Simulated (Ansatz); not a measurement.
Species: sum formula HBO (charge 0, singlet). 
Coordinates optimised at B3LYP-D3(BJ)/def2-TZVP (Ansatz, a first-principles code):
SMILES: [B]O
```xyz
3

B     -0.2509    -0.5836    -0.6006
O      0.0479     0.2685     0.3281
H      0.8717     0.7704     0.3784
```

Wanted: vertical ionisation energy (to the doublet state of charge +1; each state is the SCF solution reached for its spin), in eV. Correlated levels leave the core frozen unless marked. Open shells are spin-unrestricted. No spin-orbit coupling. Non-relativistic. Basis-set limits of correlation are two-point, X^-3; Hartree-Fock from the larger set.

CCSD(T)/CBS(aug-cc-pVTZ,aug-cc-pVQZ) (Ansatz) gives 9.95 eV.

Task: Another calculation gave 9.70 eV. Which level was it?
A. PBE0/def2-TZVPD (Ansatz)
B. r2SCAN/def2-TZVPD (Ansatz)
C. B3LYP/def2-TZVPD (Ansatz)

Result: A, PBE0/def2-TZVPD (Ansatz). The others give 9.88 (B3LYP), 9.54 (r2SCAN) eV.
